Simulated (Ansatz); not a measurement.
# Abstraction of Cl: C2H9ClSi2 + C2H5ClIn → C2H9Si2 + C2H5Cl2In

Species: C2H9ClSi2 `C[SiH2][SiH](C)Cl`, singlet; C2H5ClIn `C[CH2][In][Cl]`, doublet; C2H9Si2 `C[SiH][SiH2]C`, doublet; C2H5Cl2In `C[CH2][In]([Cl])[Cl]`, singlet. A radical takes Cl: the energy is the difference in strength between the Si–Cl bond broken and the In–Cl bond made.

Shapes, held fixed at every level: PBE0-D4/def2-TZVP. Flexible molecules stand in one conformer, not always the lowest. Programs: Ansatz 0.2.0. Electronic energies: no zero-point or thermal term.

```
               level                    kind  ΔE (kJ/mol)  less CCSD(T)/def2-TZVPP
      MP2/def2-TZVPP     perturbation theory        +70.4                     -1.1
   PBE-D4/def2-TZVPP                     GGA        +83.2                    +11.7
r2SCAN-D4/def2-TZVPP                meta-GGA        +78.3                     +6.8
 B3LYP-D4/def2-TZVPP           global hybrid        +91.5                    +20.0
  PBE0-D4/def2-TZVPP           global hybrid        +77.7                     +6.2
  wB97M-V/def2-TZVPP  range-separated hybrid        +82.0                    +10.5
     CCSD/def2-TZVPP   coupled cluster or CI        +71.7                     +0.2
  CCSD(T)/def2-TZVPP   coupled cluster or CI        +71.5                      0.0
```

The highest level, CCSD(T)/def2-TZVPP, gives ΔE = +71.5 kJ/mol; the levels span +70.4 to +91.5. The column of differences is taken from that level and isn't an error. No measured value is set beside it here. Spin contamination: C2H5ClIn (⟨S²⟩ up to 0.80). Open shells run unrestricted. For atoms past krypton def2 sets carry core potentials with scalar relativity. Outer-core shells of In are correlated in most correlated rows, in sets that cover them unevenly.
